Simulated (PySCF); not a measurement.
Energy of Si⁺ (silicon, charge +1) between two integer charges

The 3p alpha orbital of [Ne] 3s2 3p1 is emptied in steps (occupation f), with all orbitals relaxed, ending at [Ne] 3s2. Computed with PySCF 2.14 in aug-cc-pV(T+d)Z (6s5p4d2f, 55 functions), with no relativity, point nucleus. The exact energy is a straight line in f; departures are measured from the line between the end points of the same method.

```tsv
f	UHF (eV)	LDA (eV)	PBE (eV)	PBE0 (eV)	r2SCAN (eV)	LC-wPBE (eV)	BHandHLYP (eV)	wB97X (eV)	BLYP (eV)	r2SCAN0 (eV)
1	0.000	0.000	0.000	0.000	0.000	0.000	0.000	0.000	0.000	0.000
0.9	0.034	-0.386	-0.378	-0.278	-0.355	-0.039	-0.182	-0.065	-0.385	-0.261
0.7	0.077	-0.904	-0.883	-0.645	-0.823	-0.088	-0.424	-0.149	-0.899	-0.604
0.5	0.091	-1.079	-1.048	-0.764	-0.970	-0.099	-0.503	-0.173	-1.070	-0.710
0.3	0.076	-0.906	-0.875	-0.636	-0.804	-0.076	-0.420	-0.142	-0.895	-0.586
0.1	0.032	-0.387	-0.371	-0.268	-0.338	-0.029	-0.178	-0.060	-0.381	-0.246
0	0.000	0.000	0.000	0.000	0.000	0.000	0.000	0.000	0.000	0.000
```

For UHF, how does the orbital energy at f = 1 compare with the removal energy?

−ε = 16.203 eV against a total-energy difference of 15.827 eV. By Janak's theorem ε = ∂E/∂f, so the gap between them reflects the curvature. Along the path −ε is 16.124 (f = 0.9), 15.970 (f = 0.7), 15.822 (f = 0.5), 15.679 (f = 0.3), 15.541 (f = 0.1) eV.

```
   method  E(f=0) − E(f=1) (eV)  −ε at f=1 (eV)  −ε at f=0.5 (eV)
      UHF                15.827          16.203            15.822
      LDA                16.354          12.074            16.347
      PBE                16.395          12.194            16.417
     PBE0                16.420          13.333            16.448
   r2SCAN                16.514          12.557            16.570
  LC-wPBE                16.562          16.117            16.596
BHandHLYP                16.267          14.240            16.280
    wB97X                16.288          15.560            16.310
     BLYP                16.232          11.963            16.242
  r2SCAN0                16.507          13.591            16.559
```

Reference removal energy between the ground levels: 16.346 eV (measured; NIST Atomic Spectra Database, ionization energies). The calculation has no spin-orbit coupling. UHF lacks correlation.
